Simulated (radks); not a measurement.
Q: The mean radii <r> (bohr) of the occupied orbitals of an atom or ion are listed with their occupations. Method: Dirac Kohn-Sham, BLYP, spin-unpolarised, spherical densities, finite nucleus; Fermi nuclear charge, rms radius of each element as measured or else 0.836 A^(1/3) + 0.57 fm; computed with a radial shooting solver on a logarithmic mesh with Libxc functionals.

| orbital | occ. | <r> |
|---|---|---|
| 1s1/2 | 2 | 0.01659 |
| 2s1/2 | 2 | 0.06926 |
| 2p1/2 | 2 | 0.05692 |
| 2p3/2 | 4 | 0.06559 |
| 3s1/2 | 2 | 0.1801 |
| 3p1/2 | 2 | 0.1704 |
| 3p3/2 | 4 | 0.1863 |
| 3d3/2 | 4 | 0.1621 |
| 3d5/2 | 6 | 0.1669 |
| 4s1/2 | 2 | 0.3992 |
| 4p1/2 | 2 | 0.4011 |
| 4p3/2 | 4 | 0.4353 |
| 4d3/2 | 4 | 0.4424 |
| 4d5/2 | 6 | 0.4536 |
| 5s1/2 | 2 | 0.8982 |
| 4f5/2 | 6 | 0.4788 |
| 4f7/2 | 8 | 0.4855 |
| 5p1/2 | 2 | 0.9636 |
| 5p3/2 | 4 | 1.054 |
| 5d3/2 | 4 | 1.328 |
| 5d5/2 | 4 | 1.368 |
| 6d3/2 | 1 | 3.696 |

Name the element and its charge. Open shells, if any, fill j = l - 1/2 first.

A: Z = 80, mercury, charge +3: Hg3+ in [Xe] 4f14 5d8 6d1. The 1s radius gives Z: for a bare nucleus <r> = (2 gamma + 1)/(2Z) with gamma = sqrt(1 - (Z/c)^2), 0.0164 bohr for Z = 80, and screening makes it slightly larger (0.01659 here). The occupations add up to 77, and the charge is Z minus that.
